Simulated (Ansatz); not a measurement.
A run on FGaH₄O₂Si with other settings.

```yaml
crystal:
  periodic: [false, false, false]
  atoms:
    - {symbol: O, position_ang: [-1.471610, 0.589121, 1.205624]}
    - {symbol: Ga, position_ang: [-0.465955, 2.078344, 1.644796]}
    - {symbol: Si, position_ang: [1.057315, -0.517322, -0.884700]}
    - {symbol: O, position_ang: [-0.109879, -1.315884, -0.110243]}
    - {symbol: F, position_ang: [0.583658, 0.039379, -2.306527]}
    - {symbol: H, position_ang: [-2.427829, 0.551832, 1.283716]}
    - {symbol: H, position_ang: [1.461950, 0.698881, -0.113315]}
    - {symbol: H, position_ang: [2.193099, -1.427885, -1.128489]}
    - {symbol: H, position_ang: [-0.732049, -0.742765, 0.391936]}
basis:
  gaussian: {orbitals: x2c-TZVPPall}
hamiltonian: {xc: {name: HF}}
correlation: {active_space: {window: {electrons: 2, orbitals: 1}}}
accuracy: high
output: {forces: true}
```

```sh
$ ansatz run in.yaml --threads 4 --pin off --events-out ev --progress --plain --max-ram 10444MiB
```

It prints (some lines left out):

```
Functional definition: HF
4064 factors; integrals over basis functions are off by at most 5.1e-8 eV
mean field evaluation 1: about -67579.1706 eV, gradient 5.7e1 eV
mean field evaluation 2: about -67579.3240 eV, gradient 5.7e1 eV
mean field evaluation 4: about -67585.1378 eV, gradient 3.8e0 eV
mean field evaluation 8: about -67585.2088 eV, gradient 3.8e-1 eV
mean field evaluation 16: about -67585.2098 eV, gradient 1.0e-7 eV
mean field -67585.20982695 eV, -2483.7106502399 hartree, gradient 9.1e-9 eV, S^2 0.000000; 0 other end points of the search recorded, 0 dependent functions left out
reference -67585.20982695 eV, -2483.7106502399 hartree; 37, 37 occupied and 202, 202 virtual orbitals, 4064 factors
state -67585.20982695 eV, -2483.7106502399 hartree
Total energy: -67585.20982695 eV, -2483.7106502399 hartree
Relativity: scalar
Atom 0 at    -1.471610     0.589121     1.205624 Å, force    -1.048242     0.336156     0.229816 eV/Å
Atom 1 at    -0.465955     2.078344     1.644796 Å, force    -0.226686    -0.105348     0.052907 eV/Å
Atom 2 at     1.057315    -0.517322    -0.884700 Å, force    -0.327909    -0.126561    -0.332326 eV/Å
Atom 3 at    -0.109879    -1.315884    -0.110243 Å, force    -0.237306     1.151873     0.225094 eV/Å
Atom 4 at     0.583658     0.039379    -2.306527 Å, force     0.205294    -0.301412     0.767105 eV/Å
Atom 5 at    -2.427829     0.551832     1.283716 Å, force     1.115640     0.032899    -0.088284 eV/Å
Atom 6 at     1.461950     0.698881    -0.113315 Å, force    -0.053886    -0.318674    -0.216527 eV/Å
Atom 7 at     2.193099    -1.427885    -1.128489 Å, force    -0.196795     0.214151     0.032396 eV/Å
Atom 8 at    -0.732049    -0.742765     0.391936 Å, force     0.769890    -0.883085    -0.670181 eV/Å
Dipole moment:    -0.254211     0.535664     0.570247 e Å
```

It took 14 s on 4 threads of a server CPU on a shared host, with 1.7 GiB of host memory at the peak.
